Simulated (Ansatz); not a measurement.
Energy needed to pull apart SbNH4O (SMILES [NH2][SbH][OH]), singlet, into free ground-state atoms, from the structure below (displaced at random from a GFN2-xTB minimum); no zero-point or spin–orbit terms; open-shell atoms are treated unrestricted, in their ground-state multiplicity.

N1  (-1.087, 0.641, -0.631)
Sb2  (0.015, 0.342, 0.980)
O3  (0.945, -1.236, 0.217)
H4  (-0.549, 0.212, -1.495)
H5  (-1.947, -0.008, -0.734)
H6  (1.002, 1.500, 0.377)
H7  (1.599, -1.562, 0.831)
(Å)

Program: Ansatz 0.2.0. Basis: def2-TZVPP. Cores are frozen in the correlated methods. Filled d shells of the heavier atoms are correlated. Core potentials replace the inner electrons of the atoms past krypton. The def2 sets are not built for correlating such inner shells, so the correlated values are less sure here. B3LYP uses VWN-RPA correlation.

```tsv
method	atomization energy (kJ/mol)
PBE-D4	?
r2SCAN-D4	2020
PBE0-D4	2007
B3LYP-D4	2053
CAM-B3LYP-D4	2056
wB97M-V	2042
HF	?
MP2	1976
CCSD	1916
CCSD(T)	1963
```

(1) What does HF give? (Judge from chemistry; the value comes from the calculation.)

(2) What does PBE-D4 give? (Judge from chemistry; the value comes from the calculation.)

The T1 diagnostic stays at or below 0.014.

Results:

(1) The calculation gives: 1187 kJ/mol, which is about 776 kJ/mol less than CCSD(T)/def2-TZVPP.

(2) By the calculation: 2095 kJ/mol, which is about 132 kJ/mol more than CCSD(T)/def2-TZVPP.

In triple zeta the MP2 and coupled-cluster atomization energies are still short of their basis limit by a few kcal/mol a bond, whereas those of the functionals are nearly converged, so these differences are not deviations from converged CCSD(T).

For scale, one of the runs: CCSD(T)/def2-TZVPP forces, 168 basis functions (an equivalent command: `ansatz run in.yaml --threads 4`). The run took 2.8 min on 4 CPU threads (shared host), with 3 GiB of host memory at its peak.
